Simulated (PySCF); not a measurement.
Lead: a sound run and one with changed settings

Sound run: Pb²⁺ [Xe] 4f14 5d10 6s2, Pb³⁺ [Xe] 4f14 5d10 6s1. All numbers are calculated (PySCF 2.14, a scalar-relativistic core potential, in aug-cc-pVDZ-PP with ECP60MDF (5s4p3d, 32 functions)). The sound run starts from symmetry-adapted Hartree-Fock orbitals and uses a fine grid where one is needed.

Changed run: 26 angular points. This setting is unsound on purpose.

| species | method | sound run (hartree) | changed run (hartree) | converged |
| --- | --- | --- | --- | --- |
| Pb²⁺ | UHF | -191.10712 | -191.10712 | yes |
| Pb²⁺ | MN15 | -191.69068 | -191.69068 | yes |
| Pb²⁺ | BP86 | -192.21101 | -192.21101 | yes |
| Pb³⁺ | UHF | -190.01291 | -190.01291 | yes |
| Pb³⁺ | MN15 | -190.50603 | -190.50603 | yes |
| Pb³⁺ | BP86 | -191.02648 | -191.02648 | yes |

Ionisation energy of Pb²⁺:

| method | sound run (eV) | changed run (eV) |
| --- | --- | --- |
| UHF | 29.775 | 29.775 |
| MN15 | 32.236 | 32.236 |
| BP86 | 32.233 | 32.233 |

Here the setting changes nothing at the digits shown.

For comparison, NIST gives 31.937 eV between the lowest levels.
